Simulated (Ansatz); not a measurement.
Isomers of Rb3F3 (singlet), relaxed with PBE0-D4/def2-SVP; total energies from Ansatz at PBE0-D4/def2-TZVP.

```
isomer                              description  energy (Eh)
     A         point group D3h; 6 × F–Rb 2.48 Å   -371.92123
     B  point group Cs; 7 × F–Rb 2.44 to 2.78 Å   -371.92022
```

In the def2 sets Rb takes a core potential; there is no spin–orbit coupling.

The isomers come from a short search, and lower ones may exist.

**Question.** Work out the relative energies (1 Eh = 2625.5 kJ/mol) and the Boltzmann populations at 298 K from electronic energies alone (R = 8.314 J/mol/K).

**Answer.** ΔE: A 0.0, B 2.7 kJ/mol. RT = 2.48 kJ/mol. Factors exp(−ΔE/RT): A 1, B 0.337; sum 1.337. Populations: A 74.8 %, B 25.2 %. Zero-point energy, vibrational entropy and symmetry numbers are left out and can shift these; an error of 4 kJ/mol changes a ratio by a factor of 5.0. Over the other density-functional and correlated levels in def2 sets, the gap between A and B ranges from -11 to 3 kJ/mol.
